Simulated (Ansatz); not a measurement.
Molecule: C₅H₃O₂ (charge 0, doublet). It need not be the lowest isomer of its formula. SMILES: O=Cc1[c]cco1
Geometry from a B3LYP-D3(BJ)/def2-TZVP (Ansatz, a first-principles code) optimisation:
```xyz
10

C     -1.9481     0.3099     0.2504
C     -1.6083    -1.0139     0.2998
O     -0.2821    -1.1955     0.1272
C      0.2884     0.0558    -0.0445
C     -0.7216     0.9613     0.0307
C      1.7230     0.1104    -0.2497
O      2.3457     1.1349    -0.4121
H     -2.9318     0.7322     0.3573
H     -2.1918    -1.9068     0.4471
H      2.2146    -0.8817    -0.2458
```
Charge 0, spin multiplicity 2.

Computed values are from Ansatz. Valence correlation only, unless marked. UHF or UKS for open shells. No spin-orbit coupling. No relativistic terms. Basis-set limits of correlation are two-point, X^-3; Hartree-Fock from the larger set. The bracket is a focal-point correction in the basis named.

```json
{
  "atomisation energy De": "4700.8 kJ/mol at RI-MP2/CBS(cc-pVTZ,cc-pVQZ)+[CCSD(T)-MP2]/cc-pVTZ",
  "total_energy": "-342.2559 Eh at RI-MP2/CBS(cc-pVTZ,cc-pVQZ)+[CCSD(T)-MP2]/cc-pVTZ",
  "dipole_moment": "4.14 D at wB97M-V/def2-TZVPD",
  "T1 diagnostic": "0.045 at CCSD/cc-pVTZ"
}
```

The UHF reference is spin-contaminated (<S^2> 0.59 over the pure value in the largest basis).
